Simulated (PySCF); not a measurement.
Two-component Hartree-Fock for Lu(59+) (lutetium, charge +59)

Start: [Ne] 3s2. Calculated with PySCF 2.14 in an uncontracted even-tempered set (17 s from 6.3 bohr⁻², ratio 2.6; 14 p from 8.2 bohr⁻², ratio 2.6; 6 d from 8.4 bohr⁻², ratio 2.8; 4 f from 110 bohr⁻², ratio 2.8): generalised Hartree-Fock with the X2C-1e Hamiltonian and a Gaussian nucleus; spin-orbit coupling (SO) screened by Boettger's factors.

```csv
spinor shell,electrons,"ε, screened SO (eV)",weight of nominal j (screened SO),"rms radius, screened SO (bohr)"
1s1/2,2,-68498.8,1.000,0.0219
2s1/2,2,-15545.8,1.000,0.0869
2p1/2,2,-15080.2,1.000,0.0740
3s1/2,2,-6329.3,1.000,0.207
```

(1) Where does 2p3/2 lie, and what is the 2p spin-orbit splitting (screened SO)?

| quantity | screened SO |
| --- | --- |
| E (hartree) | -10568.93156 |
| M_J | 0 |
| ⟨J²⟩ | 0.000 |
| ⟨L²⟩ | 0.028 |
| ⟨S²⟩ | 0.028 |

Breit and QED terms are absent; they matter most for the inner s and p1/2 levels.

Densities and radii are taken from the X2C orbitals without a picture-change correction, which distorts them close to the nucleus.

Answers

(1) At -13922.9 eV, 1157.3 eV above 2p1/2.
